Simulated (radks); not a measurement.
The lanthanum ion La2+ inside a hard spherical wall (all orbitals vanish at R), configuration held at [Xe] 5d1 and not refilled when levels cross. Method: scalar-relativistic Kohn-Sham, PBE, spin-unpolarised, spherical densities, point nucleus; computed with a radial shooting solver on a logarithmic mesh with Libxc functionals. Eigenvalues in eV, with the zero of energy where the potential of the charges vanishes at infinity; a dash marks a level that is unbound or too diffuse for the functional's potential to be trusted. A positive occupied level is held by the wall or, in an anion where self-interaction has pushed it up, behind a barrier. The pressure on the wall is -dE/dV.

R (bohr)  E (hartree)  kinetic (hartree)    e(4d)    e(5s)    e(5p)  e(4f, empty)    e(5d)  e(6s, empty)  pressure (GPa)
free       -8492.6660           8983.702  -116.57  -51.522  -34.918       -16.968  -14.698       -13.520               0
20         -8492.6660           8983.702  -116.57  -51.522  -34.918       -16.968  -14.698       -13.520        < 0.0001
12         -8492.6660           8983.702  -116.57  -51.522  -34.918       -16.968  -14.698       -13.520        < 0.0001
7          -8492.6647           8983.715  -116.50  -51.458  -34.858       -16.900  -14.614       -13.187          0.0989
3.5        -8492.2001           8986.580  -110.95  -47.127  -30.218       -11.644   -6.431        10.498             183
3          -8491.3177           8991.218  -104.98  -42.179  -24.343        -5.913    2.653        33.894             767
2.5        -8488.5092           9003.799  -92.946  -30.026   -9.579         6.141   23.698        84.927            3610
2          -8478.7148           9041.463  -68.293    4.962   32.139        32.800   77.727        207.12           20800
